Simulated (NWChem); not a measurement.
System: C$_{2}$H$_{5}$FSe; SMILES C(C)[Se]F

```xyz
9

Se    -0.3486     0.6633    -0.0794
F      1.4111     0.7858     0.1310
C     -0.4681    -1.1740     0.5140
C      0.3382    -2.1396    -0.3307
H     -1.5517    -1.3843     0.4784
H     -0.1678    -1.1982     1.5726
H      1.3975    -1.8452    -0.3382
H     -0.0178    -2.1565    -1.3712
H      0.2703    -3.1602     0.0788
```
Atoms are numbered in this order, from 1.

Computed with NWChem. Medium grid unless said otherwise, to which SCAN and Minnesota functionals are sensitive. Coordinates come from a PBE0/def2-SVP optimisation. B3LYP is NWChem's, with the RPA form of VWN correlation. Total energies of different functionals are on different scales.

| level | energy (Ha) | highest occupied level (eV) | orbital gap (eV) | dipole (D) |
|---|---|---|---|---|
| B3LYP/def2-SVP | -2580.1982 | -6.10 | 4.58 | 2.44 |
| PBE/def2-SVP | -2579.5962 | -5.02 | 2.70 | 2.28 |
| MN15/def2-SVP | -2580.2496 | [?] | [?] | 2.51 |
| B97-2/def2-SVP | -2580.7387 | -6.15 | 4.74 | 2.50 |
| RPBE/def2-SVP | -2580.0209 | -4.99 | 2.76 | 2.24 |
| M06/def2-SVP | -2579.9850 | -6.52 | 5.26 | 2.59 |
| M06-2X/def2-SVP | -2580.1032 | -7.65 | 7.43 | 2.59 |
| PW6B95/def2-SVP | -2581.4489 | -6.47 | 5.25 | 2.50 |
| r2SCAN0/def2-SVP | -2580.0308 | -6.61 | 5.32 | 2.59 |
| LRC-wPBEh/def2-SVP | -2579.7085 | -8.27 | 8.71 | 2.50 |

### Question
Complete the blanks.

### Answer

- MN15/def2-SVP, highest occupied level (eV): -7.10
- MN15/def2-SVP, orbital gap (eV): 6.50
